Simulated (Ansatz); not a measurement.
A nudged elastic band was laid between two geometries of H2LiSeSi (5 atoms, charge 0, multiplicity 2).

All numbers below come from UKS PBE-D4/def2-SVP (Ansatz 0.2.0).

| Item | Value |
| --- | --- |
| movable images | 5 |
| climbing image | yes |
| spring | 5.0 eV/Å² |
| optimiser | quadratic models (default) |
| start path | IDPP |
| force threshold | 0.05 eV/Å |
| iteration limit | 60 |
| end points | relaxed |

Initial state:

```xyz
5
Properties=species:S:1:pos:R:3
Li -1.017 -1.190 0.823
Se 1.281 -0.820 1.079
Si 0.438 0.280 -0.681
H -1.106 -0.066 -0.650
H 0.403 1.796 -0.570
```

Final state:

```xyz
5
Properties=species:S:1:pos:R:3
Li -0.895 -0.967 1.764
Se 1.257 -0.948 0.859
Si -0.106 0.300 -0.391
H -0.405 -0.176 -1.795
H 0.149 1.790 -0.437
```

Which bonds break or form, and what moves?

No bond is made or broken.

What energy profile does the band end with?

The forces met the threshold. The highest image is number 3 of 0 to 6, 29.3 kJ/mol above the first end and 24.6 kJ/mol above the last; the last end lies 4.7 kJ/mol above the first. A vibrational analysis at the climbing image gives one clearly imaginary mode, 467i cm⁻¹: a first-order saddle point.

```
image  path coordinate (Å)  energy (kJ/mol)
    0                 0.00              0.0
    1                 0.53              8.8
    2                 1.05             21.0
    3                 1.59             29.3
    4                 1.80             21.6
    5                 2.01              8.7
    6                 2.23              4.7
```

What is the geometry of the highest image?


```xyz
5
Properties=species:S:1:pos:R:3:forces:R:3
Li -0.835 -0.857 1.629 0.00 0.00 0.00
Se 1.289 -1.125 0.744 0.00 0.00 0.00
Si 0.241 0.328 -0.580 0.02 -0.01 0.00
H -0.769 -0.120 -1.602 -0.01 0.00 -0.01
H 0.074 1.773 -0.192 -0.01 0.01 0.00
```

What are the harmonic wavenumbers there?

467i, 123, 217, 429, 479, 539, 920, 2132, 2154 cm⁻¹.

The run took 2.1 min on 1 thread of Arm Neoverse V1, with other jobs on the host, peak memory 0.25 GiB.
